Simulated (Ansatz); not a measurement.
Correlation energies of `O[SiH2]/C=C\[SiH](O)F` by basis set

Cartesian coordinates in Å:
```
O -1.3998 1.0789 -0.9746
Si -1.5958 -0.5127 -0.5166
C 0.0713 -1.3399 -0.4856
C 1.2254 -0.9117 0.0403
Si 1.5774 0.6616 0.9715
O 0.2957 1.6440 1.0939
F 2.7884 1.3631 0.1967
H -2.1880 1.5656 -1.2224
H -2.2744 -0.5774 0.8046
H -2.4471 -1.2058 -1.5202
H 0.0794 -2.3149 -0.9785
H 2.0900 -1.5717 -0.0683
H 2.0592 0.3848 2.3403
H -0.2817 1.7362 0.3190
```

Total charge 0; spin multiplicity 1. The structure was optimised at the PBE0-D4/def2-TZVP level. It is one conformer, not always the lowest. Frozen core, restricted reference, Ansatz. CBS rows extrapolate triple and quadruple zeta; past MP2 they add the triple-zeta difference.

```json
{"basis": "def2-TZVPP", "HF (Eh)": "-907.17428", "MP2 corr.": "-1.28921"}
{"basis": "def2-QZVPP", "HF (Eh)": "-907.20841", "MP2 corr.": "-1.39286"}
```

Question: Estimate the CCSD correlation energy and the (T) correction in each basis where they were run (hartree).

Answer: 
| basis | CCSD corr. | (T) |
| --- | --- | --- |
| def2-TZVPP | -1.33168 | -0.05029 |
| CBS(def2) | -1.51212 | as TZ |
